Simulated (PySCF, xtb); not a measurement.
3-chloro-1H-silole (C4H5ClSi), SMILES ClC1=C[SiH2]C=C1.

Harmonic wavenumbers (cm⁻¹) from GFN2-xTB run with xtb at its own minimum, in rising order: 148, 253, 269, 360, 456, 489, 512, 551, 610, 726, 749, 771, 779, 797, 838, 910, 1025, 1112, 1186, 1301, 1553, 1599, 2264, 2265, 3078, 3105, 3124.

Task: What does PBE-D3(BJ)/def2-SVP in PySCF 2.14.0 give at its own minimum? (The exact figures need the calculation; the answer reports its results.)

Result: 144, 262, 286, 377, 493, 516, 557, 640, 675, 716, 718, 754, 780, 860, 900, 954, 986, 1058, 1151, 1285, 1521, 1571, 2160, 2160, 3106, 3152, 3171. Paired by order, the mean absolute difference is 40 cm⁻¹ and the zero-point energies are 44.1 and 44.3 kcal/mol.
